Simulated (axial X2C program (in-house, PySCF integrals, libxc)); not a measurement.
# Bond lengths and stretching modes, held linear, of NInN²⁺

Calculated with an in-house all-electron X2C program for linear molecules (integrals from PySCF): two-component X2C with atomic mean-field Coulomb and Gaunt terms, Gaussian nuclei, basis N dyall-av3z, In dyall-v3z with contracted cores. Spin-free rows use the one-electron spin-free X2C Hamiltonian.

Masses N 14.003, In 114.904, N 14.003 u. States: 2c Ω = 5/2 (beyond evenly filled blocks: ω = -1/2, 2 × ω = 3/2); spin-free M_S = 5/2, Λ = 0 (beyond evenly filled blocks: σα, 2 × π+α, 2 × π-α).

TPSSh, spin-free: energies above the lowest point

```tsv
r(N–In) (Å)	r(In–N) (Å)	E (meV)
2.2337	2.2337	16.39
2.2337	2.2910	8.54
2.2337	2.3483	15.32
2.2910	2.2337	8.54
2.2910	2.2910	0.00
2.2910	2.3483	6.07
2.2910	2.4055	22.65
2.3483	2.2337	15.32
2.3483	2.2910	6.07
2.3483	2.3483	11.43
2.4055	2.2910	22.65
2.4055	2.4055	42.42
```

**Question.** Fit a quadratic surface with cubic terms in each bond: where is the minimum, and what are the two stretching wavenumbers?

**Answer.** At TPSSh, spin-free: bonds 2.293 and 2.293 Å; harmonic stretches 285.0 and 333.9 cm⁻¹; force constants 0.705, 0.705 and coupling -0.03 mdyn/Å.

The other levels and Hamiltonians give:

```csv
Hamiltonian,level,r(N–In) (Å),r(In–N) (Å),lower stretch (cm⁻¹),upper stretch (cm⁻¹)
2c,PBE0,2.294,2.294,287.9,337.9
2c,HF,2.443,2.443,233.5,261.5
2c,TPSSh,2.293,2.293,285.1,333.9
2c,MP2,2.314,2.314,308.3,370.6
spin-free,PBE0,2.294,2.294,287.8,337.9
spin-free,HF,2.443,2.443,233.6,261.6
spin-free,MP2,2.313,2.313,308.5,370.9
```

Each state is one determinant, the lowest of a limited PBE0 search; the stretches come from a fit to these few points and carry an uncertainty of a few per cent. Other orders of the atoms were not compared. The levels spread by more than a fifth, so the stretches depend strongly on the method. MP2 freezes inner shells (threshold -2 hartree). A multiply charged ion may be only metastable. The molecule was held linear; bending was not examined, so a bent shape may lie lower. Note: several unpaired electrons, one determinant need not be a pure state.
